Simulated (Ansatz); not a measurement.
Reaction (silylene formation by 1,1-elimination): `N=C=C(O)[SiH3]` → `N=C=CO` + `[SiH2]`

Computed with Ansatz on PBE0-D4/def2-TZVP structures; ΔE is electronic, products minus reactants. CCSD(T)/CBS adds triple-zeta CCSD(T) − MP2 to the extrapolated MP2 energy (def2 sets, frozen cores). This one scheme is used for every species. DFT in def2-TZVPP. Each species was taken in one conformer, which may not be the lowest.

```
         species  PBE energy (Eh)
`N=C=C(O)[SiH3]`       -498.32089
        `N=C=CO`       -207.77005
        `[SiH2]`       -290.45826
```

(1) Work out ΔE.

(2) What do rigid-rotor, harmonic-oscillator terms from PBE0-D4/def2-TZVP frequencies (298.15 K, 1 bar) make of the CCSD(T)/CBS value? (An estimate is asked.)

Largest T1 diagnostic among the species: 0.014.

## Answers

(1) ΔE = (-207.77005) + (-290.45826) − (-498.32089) = 0.09258 Eh = +58.1 kcal/mol. CCSD(T)/CBS gives +58.9 kcal/mol.

(2) The calculation gave: ΔZPE = -2.2 kcal/mol, ΔH = +57.7 kcal/mol, ΔS = 154 J/(mol·K), ΔG = +46.8 kcal/mol.

From PBE to PBE0 (25 % exact exchange), in def2-TZVPP and without D4, ΔE moves by +1.9 kcal/mol. At CCSD(T), def2-SVP lies −3.9 kcal/mol from the extrapolated value and def2-TZVPP −1.6 kcal/mol.
